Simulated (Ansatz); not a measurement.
C4H5FSi. The species carries charge 0 and has multiplicity 1. The bonds changed during the relaxation, so this is another structure than the one it started from.

```xyz
11

C     0.7543    1.2116    1.1897
C     0.6034    0.1792    0.1346
C     0.2422    0.1975   -1.1290
C    -0.6078   -0.4542   -1.9443
Si   -0.7054   -1.1760   -0.2441
F    -1.9908   -0.9311    0.6546
H     0.8691    2.2110    0.7639
H    -0.1295    1.2198    1.8362
H     1.6150    1.0046    1.8286
H    -0.3407   -0.8734   -2.9059
H    -0.3096   -2.5891   -0.1843
```

**Question.** List the harmonic frequencies (cm⁻¹, unscaled) at PBE0-D4/def2-TZVP in Ansatz. (An estimate is asked.)

**Answer.** Ansatz gave: 87, 129, 227, 276, 328, 380, 521, 637, 652, 685, 759, 800, 910, 962, 1023, 1045, 1065, 1348, 1402, 1463, 1488, 1798, 2306, 3040, 3106, 3125, 3216.

**Question.** Is this a minimum?

**Answer.** Yes, all 27 modes are real.

**Question.** Give the ideal-gas thermochemistry at 298.15 K and 1 bar (rigid rotor, harmonic oscillator; point group C1, symmetry number 1).

**Answer.** Zero-point energy 196.1 kJ/mol; H(298) − E = 216.8 kJ/mol; entropy 342.3 J/(mol·K), of which translation 166.3, rotation 112.6, vibration 63.4; G(298) − E = 114.7 kJ/mol. Modes under 100 cm⁻¹ are hindered rotations or soft bends, so the harmonic entropy is rough.

**Question.** Rotational constants (cm⁻¹)?

**Answer.** 0.1459, 0.09879, 0.06652.
